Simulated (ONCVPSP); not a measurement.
manganese (Mn): ONCV pseudisation with PBE, scalar-relativistic reference atom.

ONCVPSP 4.0.1 input, shortened (lines: element, Z, core and valence counts, functional; n l f; lmax; l rc ep ncon nbas qcut; lloc lpopt rc5 dvloc0; l nproj debl; icmod fcfact rcfact), PBE, scalar-relativistic:

```
  Mn 25.00    3    5        4      upf
    1    0    2.00
    2    0    2.00
    2    1    6.00
    3    0    2.00
    3    1    6.00
    3    2    5.00
    4    0    1.50
    4    1    0.50
    2
    0    1.20    0.00    4    8    8.60
    1    1.75    0.00    4    7    6.90
    2    1.95    0.00    3    7    9.80
    4    5    1.05    4.00
    0    2    0.40
    1    2    3.40
    2    2    3.90
    1    0.45    0.00
```

- Cutoffs needed: 31 Ha and 38 Ha (the cutoffs (Ha) at which the residual kinetic energy of the hardest occupied pseudo-wave falls to 1 and 0.1 mHa per electron)
- Ghost test: no bound ghost flagged; no localised positive-energy state flagged
- Largest excitation error: -75 meV (all-electron minus pseudo) for 3s2 3p5 3d5 4s2 4p0, out of 4 test configurations
- rms error of d²Exc/dni dnj: 1.40 mHa without and 0.83 mHa with the model core
